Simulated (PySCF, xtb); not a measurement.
CH5Si, SMILES [CH2][SiH3], multiplicity 2.

Geometry: ωB97X-D3(BJ)/def2-TZVP. The isomer is the one that the SMILES or the coordinates give; other isomers of the formula were not compared.

Calculation: C-PCM-B3LYP/def2-SVP (PySCF 2.14.0).

The values are the electrostatic part of the solvation free energy, E(continuum) − E(gas) at the gas-phase geometry, in a cavity of scaled van der Waals radii (PySCF's table); cavitation and dispersion terms are not included. The dipole moment in vacuum is 0.64 D.

Computed values in water (ε = 78.36), 2-propanol (ε = 19.26), chlorobenzene (ε = 5.70):
```json
[
 {"solvent": "water", "ε": "78.36", "ΔG(elec) (kcal/mol)": "-0.5", "dipole (D)": "0.81"},
 {"solvent": "2-propanol", "ε": "19.26", "ΔG(elec) (kcal/mol)": "-0.5", "dipole (D)": "0.80"},
 {"solvent": "chlorobenzene", "ε": "5.70", "ΔG(elec) (kcal/mol)": "-0.4", "dipole (D)": "0.78"}
]
```

For comparison, GFN2-xTB/ALPB(water) (xtb, at the GFN2-xTB geometry, all terms of that model) gives 0.6 kcal/mol.
